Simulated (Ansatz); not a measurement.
Relaxation of CoCl2 with UKS PBE0-D4/def2-TZVP.

```sh
$ ansatz run in.yaml --threads 4 --pin off --events-out ev --progress --plain --max-ram 3916MiB
```

```yaml
crystal:
  periodic: [false, false, false]
  atoms:
    - {symbol: Co, position_ang: [0.001150, -0.004590, 0.004360]}
    - {symbol: Cl, position_ang: [1.776510, -0.194360, -0.662740]}
    - {symbol: Cl, position_ang: [-1.777660, 0.198940, 0.658380]}
basis:
  gaussian: {orbitals: def2-TZVP}
magnetization: {spin_polarized: true, initial_magnetization: 1}
hamiltonian: {xc: pbe0, dispersion: d4}
scf: {lower_state_search: "off"}
output: {orbitals: {seedname: orbitals}}
relax: {f_tol: 0.02, max_steps: 100}
```

Run time 13 s (4 threads of Arm Neoverse V1 on a shared host).

Positions (Å) and forces (eV/Å) at steps 1, 2, 3, 4 of 4:

```xyz
3
step=1 energy=-62660.0859 eV
Co    0.001   -0.005    0.004    0.004   -0.027    0.027
Cl    1.777   -0.194   -0.663    3.918   -0.420   -1.471
Cl   -1.778    0.199    0.658   -3.922    0.447    1.444
3
step=2 energy=-62660.7087 eV
Co    0.001   -0.004    0.004   -0.001    0.000    0.001
Cl    1.909   -0.209   -0.712    0.504   -0.056   -0.188
Cl   -1.910    0.214    0.708   -0.504    0.056    0.187
3
step=3 energy=-62660.7250 eV
Co    0.001   -0.004    0.003   -0.001    0.002   -0.002
Cl    1.935   -0.212   -0.721    0.057   -0.007   -0.020
Cl   -1.936    0.216    0.718   -0.056    0.005    0.022
3
step=4 energy=-62660.7252 eV
Co    0.001   -0.003    0.003    0.000    0.002   -0.002
Cl    1.938   -0.213   -0.722    0.006   -0.002   -0.001
Cl   -1.939    0.216    0.719   -0.005    0.000    0.003
```

The charge 0 doublet is spin-contaminated (final ⟨S²⟩ up to 1.76, 0.75 for a pure state). The relaxation made no stability test and no search for a lower SCF solution. At PBE0-D4/def2-TZVP a quartet of charge 0 lies 1.08 eV below the doublet, each at its own geometry. The structure comes from a short search, and lower isomers may exist.
